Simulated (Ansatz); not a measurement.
Born–Oppenheimer molecular dynamics of AlCl2H3OSi (8 atoms, charge 0, multiplicity 1). It starts from a relaxed structure.

All numbers below come from Ansatz 0.2.0, RKS PBE0-D4/6-31G.

```
ensemble                      : NVE (velocity Verlet)
time step                     : 0.5 fs
steps asked                   : 100
starting velocities drawn for : 700 K
seed                          : 746731
```

First frame:

```xyz
8
Properties=species:S:1:pos:R:3
Al -0.139 -0.019 -0.237
O -0.756 -0.231 1.304
Si -1.380 -0.448 2.873
H -2.597 -1.324 2.800
H -0.334 -1.099 3.732
H -1.747 0.893 3.439
Cl 1.993 0.161 -0.581
Cl -1.443 0.086 -1.966
```

How far do the bonds stretch over the last three quarters of this one trajectory? (Pairs bonded in most of those frames.)


```
   bond  mean (Å)  spread (Å)  shortest  longest
 Al1–O2     1.688       0.021      1.66     1.72
Al1–Cl7     2.222       0.078      2.10     2.31
Al1–Cl8     2.208       0.077      2.09     2.30
 O2–Si3     1.722       0.025      1.69     1.76
 Si3–H4     1.507       0.049      1.44     1.58
 Si3–H5     1.505       0.016      1.48     1.53
 Si3–H6     1.505       0.028      1.46     1.55
```

Mean temperature of the second half: 330 K. The conserved energy stayed within 0.13 meV per atom of its start (net change 0.094 meV per atom), so the integration is sound. A run of 0.05 ps of so small a system gives no equilibrium averages. Limits of this set-up: no polarisation functions.

Time of the run: 7.3 min on 1 thread of Arm Neoverse V1, on a shared host, peak memory 0.15 GiB.
